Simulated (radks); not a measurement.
Results of a calculation; reference values are marked as such.
The nuclear charge of the vanadium ion V+ is varied continuously with 22 electrons held in [Ar] 3d4. Level of theory: scalar-relativistic Kohn-Sham, BLYP, spin-polarised, spherical densities, finite nucleus; open shells are filled with parallel spins first; Fermi nuclear charge, rms radius 3.6002 fm (a radial shooting solver on a logarithmic mesh with Libxc functionals). By the Hellmann-Feynman theorem dE/dZ = E(electron-nucleus)/Z, the electronic potential at the nucleus (averaged over a nucleus of fixed radius). The scalar-relativistic energy here is not variational (the density holds large components alone), so the two differ by a part that grows with Z.

Z,E (hartree),E(electron-nucleus)/Z (hartree),HOMO,e(HOMO) (eV),<r> HOMO (bohr)
22.5,-900.73531,-95.2923,3d,-4.588,1.799
22.6,-910.29874,-95.8591,3d,-5.485,1.732
22.7,-919.91889,-96.4247,3d,-6.447,1.671
22.8,-929.59564,-96.9893,3d,-7.471,1.617
22.9,-939.32889,-97.5530,3d,-8.557,1.567
23,-949.11856,-98.1157,3d,-9.701,1.521
23.1,-958.96456,-98.6776,3d,-10.901,1.479
23.2,-968.86682,-99.2389,3d,-12.157,1.441
23.3,-978.82527,-99.7994,3d,-13.466,1.405
23.4,-988.83984,-100.359,3d,-14.826,1.372
23.5,-998.91049,-100.919,3d,-16.236,1.341
23.6,-1009.03716,-101.478,3d,-17.696,1.312
23.7,-1019.21981,-102.036,3d,-19.202,1.285
23.8,-1029.45841,-102.595,3d,-20.755,1.259
23.9,-1039.75291,-103.152,3d,-22.353,1.235
24,-1050.10328,-103.710,3d,-23.996,1.212

The central difference of E at Z = 23 is -98.178 hartree, to compare with the third column; the second derivative is -5.63 hartree.
